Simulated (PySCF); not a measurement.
C3H7BO2. Atoms are numbered in the order given.

```xyz
13

O      2.2405     0.9623     0.1623
B      1.0140     0.4277    -0.0053
C     -0.4332     1.0596     0.0947
C     -0.9028    -0.4133     0.3256
O     -2.0339    -0.8619    -0.3818
C      0.4209    -1.0340    -0.1917
H      2.9501     0.3085     0.1036
H     -0.7024     1.8230     0.8400
H     -0.7771     1.3894    -0.9025
H     -1.0081    -0.6061     1.4129
H     -2.7918    -0.3354    -0.0942
H      0.2906    -1.2644    -1.2647
H      0.8067    -1.9312     0.3157
```
Charge 0, spin multiplicity 1.

Geometry: B3LYP-D3(BJ)/def2-SVP. The structure was generated by enumeration, and PubChem lists no compound with its InChIKey, so it may never have been made. Other conformers were not sampled.

All values below come from PBE/def2-TZVP (PySCF).

Atomic charges (e):

```tsv
atom	Mulliken	Löwdin
O1	(withheld)	0.23
B2	0.12	-0.71
C3	(withheld)	-0.17
C4	(withheld)	-0.32
O5	-0.40	0.00
C6	(withheld)	-0.17
H7	0.32	0.21
H8	0.11	0.14
H9	0.11	0.17
H10	0.07	0.14
H11	(withheld)	0.17
H12	0.11	0.17
H13	0.11	0.14
```

Some entries are withheld; supply them. (An estimate is asked for; the answer gives what the named calculation found.)


- O1, Mulliken: -0.33
- C3, Mulliken: -0.28
- C4, Mulliken: 0.04
- C6, Mulliken: -0.27
- H11, Mulliken: 0.29

Computed Mayer and Wiberg (Löwdin basis) orders of the bonds:
```csv
bond,Mayer,Wiberg
O1–B2,1.46,2.07
B2–C3,1.01,1.18
C3–C4,0.99,1.10
C4–O5,1.16,1.60
B2–C6,1.02,1.18
C4–C6,0.97,1.11
O1–H7,0.87,0.94
C3–H8,0.93,0.85
C3–H9,0.90,0.80
C4–H10,0.96,0.82
O5–H11,0.90,1.02
C6–H12,0.91,0.80
C6–H13,0.93,0.85
```
